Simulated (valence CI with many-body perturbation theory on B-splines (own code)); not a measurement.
# Level structure of Nb³⁶⁺

Calculated by valence CI with perturbative core correlation (CI+MBPT): three valence electrons over a frozen Dirac-Fock core [He], radial functions for each j: 11 s, 11 p, 10 d, 8 f, 5 g, 2 h, with the one-electron correlation potential Σ1, the two-electron term Σ2, the three-electron term Σ3, Breit, model QED; selected CI, second order for the rest, scaled by the run's own slope (own B-spline code, finite nucleus).

No measured spectrum was set against this ion. As an estimate, large intervals hold to a few tenths of a per cent, small ones and those within an open d or f shell to about a per cent.

Levels 136 to 180 of 211, with energies above the lowest level, (2s^2 2p1/2) J=1/2. "Leading %" is the weight of the configuration and term that name the level; weights of strongly mixed levels are sums over their largest components and can fall short. In the jj column 3d3/2^4 stands for four electrons in 3d with j = 3/2. Lifetimes count E1, E2, E3, M1 and M2 decay at the calculated energies, and are blank where another channel may lead or the interval is too uncertain; long ones can be off by a factor of two.

```
No.  Configuration  Term    J  E (Ry)  Leading %  Second component  Lifetime      g              Leading jj
136         2s2p4s   ²P°  1/2  285.43         84   16 % 2s2p4s ⁴P°   92.3 fs  0.962      2s 2p1/2 4s (95 %)
137         2s2p4p    ⁴D  3/2  286.18         70    11 % 2s2p4p ²P   90.2 fs  1.187   2s 2p1/2 4p1/2 (82 %)
138         2s2p4p    ²D  3/2  286.35         33    27 % 2s2p4p ⁴P   46.7 fs  1.379   2s 2p1/2 4p3/2 (86 %)
139         2s2p4p    ⁴P  1/2  286.58         54    20 % 2s2p4p ²S   87.3 fs  2.000   2s 2p1/2 4p1/2 (95 %)
140         2s2p4d   ⁴F°  3/2  287.10         64   13 % 2s2p4d ²D°   33.1 fs  0.650   2s 2p1/2 4d3/2 (99 %)
141         2s2p4p    ⁴D  5/2  287.33         52    27 % 2s2p4p ²D    144 fs  1.365   2s 2p1/2 4p3/2 (95 %)
142         2s2p4p    ²P  1/2  287.34         50    16 % 2s2p4p ⁴P   30.8 fs  1.186   2s 2p1/2 4p3/2 (94 %)
143         2s2p4p    ²D  3/2  287.42         47    20 % 2s2p4p ⁴S   40.3 fs  1.279   2s 2p1/2 4p3/2 (95 %)
144         2s2p4d   ⁴F°  5/2  287.50         31   31 % 2s2p4d ⁴D°   18.5 fs  1.230   2s 2p1/2 4d5/2 (96 %)
145         2s2p4f    ⁴G  5/2  287.97         46    19 % 2s2p4f ⁴F   37.3 fs  0.838  2s 2p1/2 4f5/2 (100 %)
146         2s2p4d   ⁴F°  5/2  288.08         37   26 % 2s2p4d ²D°   38.2 fs  1.128   2s 2p1/2 4d3/2 (85 %)
147         2s2p4f    ⁴F  7/2  288.11         27    24 % 2s2p4f ⁴D   37.8 fs  1.148  2s 2p1/2 4f7/2 (100 %)
148         2s2p4d   ⁴D°  3/2  288.27         32   23 % 2s2p4d ⁴P°   16.6 fs  1.187   2s 2p1/2 4d3/2 (85 %)
149         2s2p4d   ⁴D°  1/2  288.32         65   27 % 2s2p4d ²P°   12.8 fs  0.376   2s 2p1/2 4d3/2 (95 %)
150         2s2p4d   ⁴F°  7/2  288.48         45   28 % 2s2p4d ⁴D°   18.6 fs  1.261   2s 2p1/2 4d5/2 (95 %)
151         2s2p4d   ²D°  3/2  288.66         44   37 % 2s2p4d ²P°   18.8 fs  1.018   2s 2p1/2 4d5/2 (84 %)
152         2s2p4d   ²F°  5/2  288.69         55   22 % 2s2p4d ⁴P°   17.4 fs  1.104   2s 2p1/2 4d5/2 (89 %)
153         2s2p4f    ⁴G  7/2  288.98         40    26 % 2s2p4f ²F   37.3 fs  1.026   2s 2p1/2 4f5/2 (94 %)
154         2s2p4f    ⁴F  3/2  288.99         58    28 % 2s2p4f ²D   37.2 fs  0.624   2s 2p1/2 4f5/2 (95 %)
155         2s2p4f    ⁴G  5/2  289.02         30    24 % 2s2p4f ⁴D   37.2 fs  0.976   2s 2p1/2 4f5/2 (89 %)
156         2s2p4f    ⁴G  9/2  289.11         39    33 % 2s2p4f ⁴F   37.8 fs  1.203   2s 2p1/2 4f7/2 (95 %)
157         2s2p4f    ²F  5/2  289.15         36    36 % 2s2p4f ²D   37.8 fs  1.015   2s 2p1/2 4f7/2 (88 %)
158         2s2p4f    ²G  7/2  289.18         39    35 % 2s2p4f ⁴D   38.0 fs  1.138   2s 2p1/2 4f7/2 (95 %)
159         2s2p4s   ⁴P°  5/2  292.19        100                     98.4 fs  1.591     2s 2p3/2 4s (100 %)
160         2s2p4s   ²P°  3/2  292.51         83   17 % 2s2p4s ⁴P°   75.2 fs  1.388     2s 2p3/2 4s (100 %)
161         2s2p4p    ⁴P  3/2  293.45         45    24 % 2s2p4p ⁴S   78.9 fs  1.633  2s 2p3/2 4p1/2 (100 %)
162         2s2p4p    ⁴D  5/2  293.52         38    36 % 2s2p4p ²D   54.8 fs  1.359   2s 2p3/2 4p1/2 (98 %)
163         2s2p4p    ⁴D  7/2  294.22        100                      158 fs  1.422  2s 2p3/2 4p3/2 (100 %)
164         2s2p4p    ²P  3/2  294.34         52    31 % 2s2p4p ⁴S   41.9 fs  1.488   2s 2p3/2 4p3/2 (99 %)
165          2p²4s    ⁴P  1/2  294.45         52     24 % 2p²4s ²P   98.9 fs  2.026       2p1/2^2 4s (96 %)
166         2s2p4p    ²D  5/2  294.56         49    49 % 2s2p4p ⁴P   47.4 fs  1.392   2s 2p3/2 4p3/2 (98 %)
167         2s2p4p    ²S  1/2  294.69         55    28 % 2s2p4p ²P   33.2 fs  1.617   2s 2p3/2 4p3/2 (99 %)
168         2s2p4d   ⁴D°  5/2  295.26         48   20 % 2s2p4d ⁴F°   16.7 fs  1.261   2s 2p3/2 4d3/2 (99 %)
169         2s2p4d   ⁴F°  7/2  295.29         47   42 % 2s2p4d ⁴D°   19.6 fs  1.303   2s 2p3/2 4d3/2 (70 %)
170         2s2p4d   ⁴F°  9/2  295.31        100                     74.1 fs  1.328  2s 2p3/2 4d5/2 (100 %)
171         2s2p4d   ⁴P°  3/2  295.32         49   40 % 2s2p4d ⁴D°   15.5 fs  1.416   2s 2p3/2 4d3/2 (98 %)
172         2s2p4d   ⁴P°  1/2  295.35         87   12 % 2s2p4d ⁴D°   17.4 fs  2.313   2s 2p3/2 4d3/2 (98 %)
173          2p²4p   ⁴D°  1/2  295.41         42    36 % 2p²4p ²P°   42.0 fs  0.667    2p1/2^2 4p1/2 (93 %)
174         2s2p4d   ²D°  5/2  295.65         47   27 % 2s2p4d ⁴P°   18.9 fs  1.277   2s 2p3/2 4d5/2 (99 %)
175         2s2p4d   ²P°  3/2  295.76         34   34 % 2s2p4d ²D°   20.1 fs  1.187   2s 2p3/2 4d5/2 (86 %)
176         2s2p4d   ²F°  7/2  295.85         76   24 % 2s2p4d ⁴D°   12.7 fs  1.205   2s 2p3/2 4d5/2 (70 %)
177         2s2p4s   ²P°  1/2  295.89         71   19 % 2s2p4d ²P°   27.9 fs  0.726      2s 2p3/2 4s (72 %)
178         2s2p4s   ²P°  3/2  295.99         73   11 % 2s2p4s ⁴P°   99.1 fs  1.357      2s 2p3/2 4s (83 %)
179         2s2p4f    ⁴F  7/2  296.03         41    26 % 2s2p4f ⁴G   37.2 fs  1.130   2s 2p3/2 4f5/2 (99 %)
180         2s2p4f    ⁴F  5/2  296.07         47    25 % 2s2p4f ⁴D   37.1 fs  1.070  2s 2p3/2 4f5/2 (100 %)
```

Where two levels of one J and parity lie close, their mixing, g and order are uncertain.
